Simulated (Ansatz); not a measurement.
# Nudged elastic band run: CH$_{6}$NOSi, charge +1

The input (input.yaml):

```yaml
crystal:
  periodic: [false, false, false]
  atoms:
    - { symbol: "N", position_ang: [-0.516221, 1.793494, 1.383869] }
    - { symbol: C, position_ang: [0.271521, 1.242497, 0.549025] }
    - { symbol: Si, position_ang: [-0.247806, -0.002052, -0.757013] }
    - { symbol: O, position_ang: [0.621361, -1.556497, -0.185242] }
    - { symbol: H, position_ang: [-1.495393, 1.504372, 1.285824] }
    - { symbol: H, position_ang: [1.327716, 1.529765, 0.598446] }
    - { symbol: H, position_ang: [0.347118, 0.041577, -2.104973] }
    - { symbol: H, position_ang: [-1.676384, -0.368719, -0.69154] }
    - { symbol: H, position_ang: [0.844558, -2.281082, -0.800241] }
    - { symbol: H, position_ang: [0.52355, -1.903365, 0.721855] }
total_charge: 1
basis:
  gaussian: { orbitals: "6-31G*" }
hamiltonian:
  xc: pbe0
  dispersion: d4
neb:
  order_check: false
  images: 5
  f_tol: 0.5
  max_iterations: 60
  initial_path: idpp
  final_atoms:
    - { symbol: "N", position_ang: [0.30858339, 2.01003732, 0.97199803] }
    - { symbol: C, position_ang: [-0.42468121, 0.9722672, 0.89686357] }
    - { symbol: Si, position_ang: [-0.57970618, -0.13572025, -0.61494415] }
    - { symbol: O, position_ang: [0.75513156, -1.40649202, -0.26544565] }
    - { symbol: H, position_ang: [0.82266562, 2.2238733, 0.1105329] }
    - { symbol: H, position_ang: [-1.01365049, 0.71950638, 1.7858811] }
    - { symbol: H, position_ang: [-0.02427397, 0.41062314, -1.86599409] }
    - { symbol: H, position_ang: [-1.78214059, -0.97982168, -0.75011864] }
    - { symbol: H, position_ang: [0.99503828, -2.09964963, -0.90989878] }
    - { symbol: H, position_ang: [0.94305359, -1.71463376, 0.64113572] }
```

Run as:

```bash
$ ansatz run input.yaml --threads 1 --pin off --max-ram 2048MiB --backend cpu --events-out ev --progress --plain --runs-dir out
```

Output, in part (warnings, iteration lines, the closing report on the highest movable image, with atoms numbered from 0):

```
NEB end point (image 0): max|allowed force component| = 7.490e-3 eV/Å (the criterion of neb.relax_end_points is 1.000e-1)
NEB end point (image 6): max|allowed force component| = 1.288e-2 eV/Å (the criterion of neb.relax_end_points is 1.000e-1)
NEB iter   1: max|band force component| = 1.111e0 eV/Å  barrier→ = 0.3575 eV  barrier← = 0.3327 eV  Δτ_max = 0.1722 Å  (184 SCF iters)
NEB iter   2: max|band force component| = 8.587e-1 eV/Å  barrier→ = 0.1315 eV  barrier← = 0.1068 eV  Δτ_max = 0.1289 Å  (149 SCF iters)
NEB iter   3: max|band force component| = 5.226e-1 eV/Å  barrier→ = 0.1562 eV  barrier← = 0.1315 eV  Δτ_max = 0.0742 Å  (145 SCF iters)
NEB iter   4: max|band force component| = 2.834e-1 eV/Å  barrier→ = 0.1015 eV  barrier← = 0.0767 eV  CI = image 3  Δτ_max = 0.0000 Å  (275 SCF iters)
Total energy: -12531.93512158 eV, -460.5401212673 hartree
Atom 0 at    -0.445659     2.244392     0.866191 Å, force     0.025378     0.029657    -0.004784 eV/Å
Atom 1 at     0.093943     1.096037     0.790160 Å, force    -0.017385     0.053501    -0.086914 eV/Å
Atom 2 at    -0.457520    -0.214220    -0.435593 Å, force     0.028438    -0.118239    -0.025716 eV/Å
Atom 3 at     0.891559    -1.509649    -0.358816 Å, force     0.024344     0.013797     0.047026 eV/Å
Atom 4 at    -1.203543     2.417599     0.195376 Å, force     0.018761    -0.019186     0.062999 eV/Å
Atom 5 at     0.922397     0.886355     1.474653 Å, force    -0.002395     0.017761     0.077691 eV/Å
Atom 6 at    -0.342574     0.130536    -1.862193 Å, force    -0.022946    -0.007632    -0.043090 eV/Å
Atom 7 at    -1.659386    -0.994215    -0.086279 Å, force    -0.038801     0.008923    -0.001832 eV/Å
Atom 8 at     1.021524    -2.162059    -1.074360 Å, force    -0.004594     0.041042    -0.010108 eV/Å
Atom 9 at     1.179279    -1.894785     0.490872 Å, force    -0.010801    -0.019625    -0.015272 eV/Å
Dipole moment:     0.287654    -1.358293    -0.443152 e Å
```

It converged. The threshold of 0.5 eV/Å is loose, so the images may lie well off the minimum-energy path. The order of the stationary point at the top wasn't checked. Limits of this set-up: the dipole of an ion depends on the origin.

Final band (atoms are numbered from 1 in the order of the input):

```
image  path coordinate (Å)  energy (kJ/mol)  dihedral H6–C2–Si3–O4 (°)
    0                 0.00              0.0                         67
    1                 0.85              2.5                         42
    2                 1.70              7.6                         16
    3                 2.54              9.8                        -11
    4                 3.39              7.9                        -40
    5                 4.24              3.9                        -65
    6                 5.08              2.4                        -89
```

Run time: 77 s on 1 thread of Arm Neoverse V2, on a shared host, peak memory 0.25 GiB.
